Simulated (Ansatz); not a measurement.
Geometry optimisation, Ansatz 0.2.0, RKS r2SCAN-D4/def2-SVP.

Input:

```yaml
crystal:
  periodic: [false, false, false]
  atoms:
    - { symbol: Sn, position_ang: [0.0, 0.0, 0.0] }
    - { symbol: H, position_ang: [0.0, 0.0, 2.09] }
    - { symbol: H, position_ang: [1.6408, 0.0, -0.5794] }
    - { symbol: H, position_ang: [-0.8195, 1.4198, -0.5794] }
    - { symbol: H, position_ang: [-0.8195, -1.4198, -0.5794] }
    - { symbol: Si, position_ang: [-2.6572, 0.0, 0.8829] }
    - { symbol: H, position_ang: [-3.4452, -0.9102, 0.057] }
    - { symbol: H, position_ang: [-2.7083, -0.4389, 2.2744] }
    - { symbol: H, position_ang: [-3.2055, 1.3491, 0.7783] }
    - { symbol: H, position_ang: [-1.0228, 0.0, 2.1195] }
basis:
  gaussian: { orbitals: def2-SVP }
hamiltonian:
  xc: r2scan
  dispersion: d4
relax:
  f_tol: 0.15
  max_steps: 25
  restrain:
    - { distance: [0, 5], at: 2.5, k: 30.0 }
    - { distance: [9, 1], at: 0.66, k: 30.0 }
    - { distance: [0, 1], at: 2.94, k: 30.0 }
    - { distance: [9, 5], at: 2.66, k: 30.0 }
```

Launched with:

```bash
$ ansatz run input.yaml --threads 2 --pin off --max-ram 3072MiB --backend cpu --events-out ev --progress --plain --runs-dir out
```

Q: Where does it end, and by what steps?

A: The forces met the threshold. The restraints hold the end off the free minimum; the threshold counts their pulls, which the force column leaves out. Restrained pairs: Sn1–Si6 (2.80 → 2.52 Å), H2–H10 (1.02 → 0.72 Å), Sn1–H2 (2.09 → 2.95 Å), Si6–H10 (2.05 → 2.67 Å). After 11 steps the energy has fallen by 4.625 eV (the restraints' own energy left out); H3 moved furthest, 1.19 Å.

```csv
step,energy less start (eV),largest force component (eV/Å),accepted
0,0.0000,1.994,yes
1,-1.2518,2.319,yes
2,-1.6821,3.996,yes
3,-2.7832,4.660,yes
4,-3.5956,3.332,yes
5,-4.0793,1.795,yes
6,-4.3379,0.688,yes
7,-4.4613,1.313,yes
8,-4.5373,1.366,yes
9,-4.5834,1.437,yes
10,-4.6202,1.401,yes
11,-4.6251,1.402,yes
```

```xyz
10
Properties=species:S:1:pos:R:3
Sn -0.506 -0.136 -0.515
H -0.167 0.474 2.349
H 0.954 -0.125 0.381
H -0.490 1.237 -1.543
H -0.481 -1.528 -1.517
Si -2.569 -0.114 0.925
H -3.754 -0.446 0.074
H -2.486 -1.122 2.023
H -2.790 1.238 1.519
H -0.748 0.521 2.767
```

The run took 19 s on 2 threads of Intel(R) Xeon(R) Platinum 8488C (Sapphire Rapids), with other jobs on the host, peak memory 0.16 GiB.
